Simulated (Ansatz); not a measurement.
Ansatz (a quantum-chemistry and plane-wave program) input:

Ansatz 0.2 input:
```yaml
crystal:
  periodic: [false, false, false]
  atoms:
    - {symbol: B, position_ang: [0.11749545, -0.46175367, 0.26710901]}
    - {symbol: C, position_ang: [1.35412578, 0.08104508, -0.45513194]}
    - {symbol: C, position_ang: [-1.27444551, 0.24937816, 0.21536301]}
    - {symbol: H, position_ang: [0.22621244, -1.47456149, 0.89723098]}
    - {symbol: H, position_ang: [2.32449747, -0.40484056, -0.42551306]}
    - {symbol: H, position_ang: [1.33662003, 0.99323618, -1.04653396]}
    - {symbol: H, position_ang: [-1.30392167, 1.16671283, -0.37584828]}
    - {symbol: H, position_ang: [-1.61527894, 0.48359167, 1.23134560]}
    - {symbol: H, position_ang: [-2.03368822, -0.43790971, -0.17761272]}
basis:
  gaussian:
    orbitals: aug-cc-pVDZ
magnetization: {spin_polarized: true, initial_magnetization: 1}
correlation: {method: ccsd_t, electrons: outside_noble_gas}
output: {forces: true}
```

Question: What final total energy does it print?

Answer: -104.30320 Eh (CCSD(T)/aug-cc-pVDZ). The basis has 123 functions.

It need not be the lowest isomer of its formula.
